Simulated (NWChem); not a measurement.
System: hydronium (H3O cation); SMILES [OH3+]

Here is an NWChem input.

```
start job
memory heap 200 mb stack 900 mb global 1100 mb
charge 1
geometry units angstroms noautosym nocenter noautoz
  O      0.000000     0.000000     0.078775
  H      0.669342     0.669342    -0.207386
  H      0.244996    -0.914338    -0.207386
  H     -0.914338     0.244996    -0.207386
end
basis spherical
  * library def2-svpd
end
dft
  xc xpbe96 cpbe96
  iterations 150
end
tddft
  cis
  nroots 6
  notriplet
end
task tddft energy
```

Output (shortened):

```
             Northwest Computational Chemistry Package (NWChem) 7.3.0
             --------------------------------------------------------

                             Geometry "geometry" -> ""
                             -------------------------

 Output coordinates in angstroms (scale by  1.889725989 to convert to a.u.)

  No.       Tag          Charge          X              Y              Z
 ---- ---------------- ---------- -------------- -------------- --------------
    1 O                    8.0000     0.00000000     0.00000000     0.07877500
    2 H                    1.0000     0.66934200     0.66934200    -0.20738600
    3 H                    1.0000     0.24499600    -0.91433800    -0.20738600
    4 H                    1.0000    -0.91433800     0.24499600    -0.20738600

 Effective nuclear repulsion energy (a.u.)      13.8110707593

  pbe96 is a nonlocal functional; adding pw91lda local functional.

                                 NWChem DFT Module
                                 -----------------

 Summary of "ao basis" -> "ao basis" (spherical)
 ------------------------------------------------------------------------------
       Tag                 Description            Shells   Functions and Types
 ---------------- ------------------------------  ------  ---------------------
 O                         def2-svpd                 9       23   4s3p2d
 H                         def2-svpd                 4        8   2s2p

            General Information
            -------------------
          SCF calculation type: DFT
          Wavefunction type:  closed shell.
          No. of atoms     :     4
          No. of electrons :    10
           Alpha electrons :     5
            Beta electrons :     5
          Charge           :     1
          Spin multiplicity:     1
          Use of symmetry is: off; symmetry adaption is: off
          Maximum number of iterations: 150
          AO basis - number of functions:    47
                     number of shells:    21
          Convergence on energy requested:  1.00D-06
          Convergence on density requested:  1.00D-05
          Convergence on gradient requested:  5.00D-04

              XC Information
              --------------
          PerdewBurkeErnzerhof Exchange Functional  1.000
            Perdew 1991 LDA Correlation Functional  1.000 local
           PerdewBurkeErnz. Correlation Functional  1.000 non-local

             Grid Information
             ----------------
          Grid used for XC integration:  medium
          Radial quadrature: Mura-Knowles
          Angular quadrature: Lebedev.
          Tag              B.-S. Rad. Rad. Pts. Rad. Cut. Ang. Pts.
          ---              ---------- --------- --------- ---------
          O                   0.60       49           7.0       434
          H                   0.35       45           7.0       434
          Grid pruning is: on
          Number of quadrature shells:   184
          Spatial weights used:  Erf1

      Superposition of Atomic Density Guess
      -------------------------------------

 Sum of atomic energies:         -76.19211912

 Renormalizing density from      11.00 to     10

      Non-variational initial energy
      ------------------------------

 Total energy =     -71.775557
 1-e energy   =    -119.113777
 2-e energy   =      33.527149
 HOMO         =      -1.213597
 LUMO         =      -0.342914

   convergence    iter        energy       DeltaE   RMS-Dens  Diis-err
 ---------------- ----- ----------------- --------- --------- ---------
 d= 0,ls=0.0,diis     1    -76.2661328679 -9.01D+01  4.04D-02  3.57D+00
 d= 0,ls=0.0,diis     2    -75.6276176967  6.39D-01  2.77D-02  9.37D+00
 d= 0,ls=0.0,diis     3    -76.5622078761 -9.35D-01  2.29D-03  3.90D-02
 d= 0,ls=0.0,diis     4    -76.5661993288 -3.99D-03  1.48D-04  1.73D-04
 d= 0,ls=0.0,diis     5    -76.5662136282 -1.43D-05  3.35D-05  9.36D-06
 d= 0,ls=0.0,diis     6    -76.5662144841 -8.56D-07  1.92D-06  1.72D-08

         Total DFT energy =      -76.566214484054
      One electron energy =     -128.134311160338
           Coulomb energy =       47.055067836191
    Exchange-Corr. energy =       -9.298041919201
 Nuclear repulsion energy =       13.811070759293

 Numeric. integr. density =       10.000001986132

                       DFT Final Molecular Orbital Analysis
                       ------------------------------------

 Vector    3  Occ=2.000000D+00  E=-8.808116D-01
              MO Center=  9.5D-02,  9.3D-02, -1.9D-02, r^2= 7.1D-01
   Bfn.  Coefficient  Atom+Function         Bfn.  Coefficient  Atom+Function
  ----- ------------  ---------------      ----- ------------  ---------------
     6      0.389616  1 O  py                 5      0.385155  1 O  px
    24      0.376483  2 H  s                 32     -0.190119  3 H  s
    40     -0.186364  4 H  s                  9      0.141421  1 O  py
     8      0.139801  1 O  px                19     -0.047550  1 O  d -2
    25      0.039248  2 H  s                 26     -0.026437  2 H  px

 Vector    4  Occ=2.000000D+00  E=-8.808116D-01
              MO Center= -9.5D-02, -9.3D-02, -1.9D-02, r^2= 7.1D-01
   Bfn.  Coefficient  Atom+Function         Bfn.  Coefficient  Atom+Function
  ----- ------------  ---------------      ----- ------------  ---------------
     5      0.389616  1 O  px                 6     -0.385155  1 O  py
    40     -0.327128  4 H  s                 32      0.324960  3 H  s
     8      0.141421  1 O  px                 9     -0.139801  1 O  py
    23      0.047550  1 O  d  2              41     -0.034102  4 H  s
    33      0.033876  3 H  s                 35      0.033718  3 H  py

 Vector    5  Occ=2.000000D+00  E=-6.864215D-01
              MO Center= -2.2D-08, -2.2D-08,  1.6D-01, r^2= 6.0D-01
   Bfn.  Coefficient  Atom+Function         Bfn.  Coefficient  Atom+Function
  ----- ------------  ---------------      ----- ------------  ---------------
     7      0.640415  1 O  pz                10      0.392367  1 O  pz
     3      0.177982  1 O  s                  2      0.147183  1 O  s
    24     -0.080454  2 H  s                 32     -0.080454  3 H  s
    40     -0.080454  4 H  s                  1      0.067868  1 O  s
     4      0.043032  1 O  s                 13      0.042794  1 O  pz

 Vector    6  Occ=0.000000D+00  E=-2.991249D-01
              MO Center=  3.2D-07,  3.1D-07, -3.2D-01, r^2= 3.2D+00
   Bfn.  Coefficient  Atom+Function         Bfn.  Coefficient  Atom+Function
  ----- ------------  ---------------      ----- ------------  ---------------
     4      0.768388  1 O  s                  3     -0.463055  1 O  s
     2     -0.388402  1 O  s                 24      0.195785  2 H  s
    32      0.195784  3 H  s                 40      0.195784  4 H  s
     7      0.162628  1 O  pz                 1     -0.147073  1 O  s
    25      0.130465  2 H  s                 33      0.130466  3 H  s

 Vector    7  Occ=0.000000D+00  E=-2.094991D-01
              MO Center=  4.0D-01,  4.0D-01, -3.1D-01, r^2= 2.9D+00
   Bfn.  Coefficient  Atom+Function         Bfn.  Coefficient  Atom+Function
  ----- ------------  ---------------      ----- ------------  ---------------
    25      0.379007  2 H  s                  6     -0.303194  1 O  py
     5     -0.301669  1 O  px                24      0.301817  2 H  s
    12      0.225601  1 O  py                11      0.224466  1 O  px
     9     -0.217604  1 O  py                 8     -0.216508  1 O  px
    33     -0.190332  3 H  s                 41     -0.188676  4 H  s

 Vector    8  Occ=0.000000D+00  E=-2.094991D-01
              MO Center= -4.0D-01, -4.0D-01, -3.1D-01, r^2= 2.9D+00
   Bfn.  Coefficient  Atom+Function         Bfn.  Coefficient  Atom+Function
  ----- ------------  ---------------      ----- ------------  ---------------
    33     -0.327751  3 H  s                 41      0.328707  4 H  s
     5      0.303194  1 O  px                 6     -0.301669  1 O  py
    32     -0.261000  3 H  s                 40      0.261762  4 H  s
    11     -0.225601  1 O  px                12      0.224466  1 O  py
     8      0.217603  1 O  px                 9     -0.216508  1 O  py

     Multipole analysis of the density
     ---------------------------------

     L   x y z        total         alpha         beta         nuclear
     -   - - -        -----         -----         ----         -------
     0   0 0 0      1.000000     -5.000000     -5.000000     11.000000

     1   1 0 0      0.000000      0.000000      0.000000      0.000000
     1   0 1 0      0.000000      0.000000      0.000000      0.000000
     1   0 0 1     -0.577521     -0.296359     -0.296359      0.015197

     2   2 0 0     -1.912055     -3.355882     -3.355882      4.799709
     2   1 1 0      0.000000     -0.000000     -0.000000      0.000001
     2   1 0 1      0.000000      0.000000      0.000000     -0.000000
     2   0 2 0     -1.912055     -3.355882     -3.355882      4.799709
     2   0 1 1      0.000000      0.000000      0.000000     -0.000000
     2   0 0 2     -4.647253     -2.642649     -2.642649      0.638045

                                NWChem TDDFT Module
                                -------------------

            General Information
            -------------------
           No. of orbitals :      94
            Alpha orbitals :      47
             Beta orbitals :      47
        Alpha frozen cores :       0
         Beta frozen cores :       0
     Alpha frozen virtuals :       0
      Beta frozen virtuals :       0
         Spin multiplicity :       1
    Number of AO functions :      47
        Use of symmetry is : off
      Symmetry adaption is : off
         Schwarz screening :  0.10D-07

              XC Information
              --------------
   PerdewBurkeErnzerhof Exchange Functional   1.00
     Perdew 1991 LDA Correlation Functional   1.00 local
    PerdewBurkeErnz. Correlation Functional   1.00 non-local

             TDDFT Information
             -----------------
          Calculation type : Tamm-Dancoff TDDFT
         Wavefunction type : Restricted singlets
          No. of electrons :      10
           Alpha electrons :       5
            Beta electrons :       5
              No. of roots :       6
          Max subspacesize :    5200
            Max iterations :     100
               Target root :       1
           Target symmetry : none
      Symmetry restriction : off
                 Algorithm : Optimal
        Davidson threshold :  0.10D-03

    6 smallest eigenvalue differences (eV)
--------------------------------------------------------
  No. Spin  Occ  Vir  Irrep   E(Occ)    E(Vir)   E(Diff)
--------------------------------------------------------
    1    1    5    6 a        -0.686    -0.299    10.539
    2    1    5    7 a        -0.686    -0.209    12.978
    3    1    5    8 a        -0.686    -0.209    12.978
    4    1    5    9 a        -0.686    -0.119    15.435
    5    1    5   10 a        -0.686    -0.105    15.813
    6    1    5   11 a        -0.686    -0.105    15.813
--------------------------------------------------------

  Entering Davidson iterations
  Restricted singlet excited states

  Iter   NTrls   NConv    DeltaV     DeltaE      Time
  ----  ------  ------  ---------  ---------  ---------
    1      6       0     0.20E+00   0.10+100        0.4
    2     12       0     0.26E-01   0.34E-01        0.3
    3     18       0     0.29E-02   0.97E-03        0.4
    4     24       5     0.15E-03   0.90E-05        0.3
    5     25       6     0.16E-04   0.20E-07        0.1
  ----  ------  ------  ---------  ---------  ---------
  Convergence criterion met

  Ground state a         -76.566214484054 a.u.

  ----------------------------------------------------------------------------
  Root   1 singlet a              0.402032012 a.u.               10.9399 eV
  ----------------------------------------------------------------------------
     Transition Moments    X -0.00000   Y -0.00000   Z  0.39363
     Dipole Oscillator Strength                    0.0415280645
     Electric Quadrupole                           0.0000000007
     Magnetic Dipole                               0.0000000000
     Total Oscillator Strength                     0.0415280651

     Occ.    5  a   ---  Virt.    6  a       -0.99646
  ----------------------------------------------------------------------------
  Root   2 singlet a              0.485415590 a.u.               13.2088 eV
  ----------------------------------------------------------------------------
     Transition Moments    X  0.15634   Y  0.15731   Z  0.00000
     Dipole Oscillator Strength                    0.0159184216
     Electric Quadrupole                           0.0000001343
     Magnetic Dipole                               0.0000002031
     Total Oscillator Strength                     0.0159187590

     Occ.    5  a   ---  Virt.    7  a        0.99661
  ----------------------------------------------------------------------------
  Root   3 singlet a              0.485415641 a.u.               13.2088 eV
  ----------------------------------------------------------------------------
     Transition Moments    X  0.15731   Y -0.15634   Z  0.00000
     Dipole Oscillator Strength                    0.0159183817
     Electric Quadrupole                           0.0000001343
     Magnetic Dipole                               0.0000002031
     Total Oscillator Strength                     0.0159187191

     Occ.    5  a   ---  Virt.    8  a       -0.99661
  ----------------------------------------------------------------------------
  Root   4 singlet a              0.579133410 a.u.               15.7590 eV
  ----------------------------------------------------------------------------
     Transition Moments    X -0.02643   Y -0.02633   Z -0.00000
     Dipole Oscillator Strength                    0.0005374362
     Electric Quadrupole                           0.0000002790
     Magnetic Dipole                               0.0000001800
     Total Oscillator Strength                     0.0005378953

     Occ.    3  a   ---  Virt.    6  a       -0.08376
     Occ.    5  a   ---  Virt.   10  a       -0.99535
  ----------------------------------------------------------------------------
  Root   5 singlet a              0.579133501 a.u.               15.7590 eV
  ----------------------------------------------------------------------------
     Transition Moments    X -0.02633   Y  0.02643   Z -0.00000
     Dipole Oscillator Strength                    0.0005374299
     Electric Quadrupole                           0.0000002790
     Magnetic Dipole                               0.0000001800
     Total Oscillator Strength                     0.0005378889

     Occ.    4  a   ---  Virt.    6  a       -0.08376
     Occ.    5  a   ---  Virt.   11  a       -0.99535
  ----------------------------------------------------------------------------
  Root   6 singlet a              0.579431379 a.u.               15.7671 eV
  ----------------------------------------------------------------------------
     Transition Moments    X -0.00000   Y -0.00000   Z  0.01896
     Dipole Oscillator Strength                    0.0001389173
     Electric Quadrupole                           0.0000008300
     Magnetic Dipole                               0.0000000000
     Total Oscillator Strength                     0.0001397474

     Occ.    3  a   ---  Virt.    7  a       -0.16838
     Occ.    4  a   ---  Virt.    8  a        0.16837
     Occ.    5  a   ---  Virt.    9  a        0.96708
     Occ.    5  a   ---  Virt.   19  a        0.05422

              Target root =      1
          Target symmetry = none
      Ground state energy =    -76.566214484054
        Excitation energy =      0.402032011752
     Excited state energy =    -76.164182472302

  stored tddft:energy   -76.164182472301704
```

Level: PBE/def2-SVPD, TDA. Coordinates come from a B3LYP/6-31G* (spherical d) optimisation.
